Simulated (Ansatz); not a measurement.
Mo(O)(NH)(Cl)2 (Cl₂HMoNO), SMILES [NH]=[Mo](=[O])([Cl])[Cl], multiplicity 1.

Geometry optimised at PBE-D3(BJ)/def2-SVP. The multiplicity is an assumed one; no other spin state was optimised. The structure was generated by enumeration; whether it is a known compound was not checked. The def2 effective core potentials stand for the cores of Mo; spin–orbit coupling is left out.

Two levels are set side by side: PBE/def2-SVPD (Ansatz, a first-principles code) and CAM-B3LYP/def2-SVPD (Ansatz). Energy differences of separate SCF runs at the same geometry; the states with an electron removed or added have multiplicity 2 and 2. Differences are taken from unrounded values.

| quantity | CAM-B3LYP | PBE | PBE minus CAM-B3LYP |
|---|---|---|---|
| vertical ionisation energy (eV) | 11.06 | 10.55 | -0.51 |
| vertical electron affinity (eV) | 2.08 | 1.41 | -0.67 |
| vertical singlet–triplet gap (eV) | 2.97 | 3.31 | 0.34 |
